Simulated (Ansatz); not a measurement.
Reaction (formal exchange of groups at the Se–C bond): `OC1([SeH])CC1` + `BCN=C` → `BC/N=C/[SeH]` + `OC1CC1`

Isolated molecules relaxed with PBE0-D4/def2-TZVP in Ansatz; ΔE leaves out vibrations. CCSD(T)/CBS adds triple-zeta CCSD(T) − MP2 to the extrapolated MP2 energy (def2 sets, frozen cores). For Se outer-core shells are correlated without core-valence functions, which leaves a few kJ/mol of doubt a bond. Scalar relativity is left out up to krypton. Each species was taken in one conformer, which may not be the lowest.

```csv
species,MP2/def2-TZVPP energy (Eh)
`OC1([SeH])CC1`,-2592.85014
`BCN=C`,-159.00333
`BC/N=C/[SeH]`,-2559.11585
`OC1CC1`,-192.73935
```

Problem. Work out ΔE.

Solution. ΔE = (-2559.11585) + (-192.73935) − (-2592.85014) − (-159.00333) = -0.00173 Eh = -1.1 kcal/mol. CCSD(T)/CBS gives -0.9 kcal/mol.

Largest T1 diagnostic among the species: 0.012.

In def2-TZVPP, CCSD(T) changes the Hartree–Fock value by +1.4 kcal/mol (the triples alone add +0.2 kcal/mol) and MP2 by +1.4 kcal/mol. The D4 term adds +1.1 kcal/mol with B3LYP and +0.5 kcal/mol with PBE0; it sums over pairs of atoms, weighted by their polarisabilities, and B3LYP, whose exchange is more repulsive, gets the larger term.

B3LYP here is the variant with VWN-RPA as its local correlation; programs differ in this.
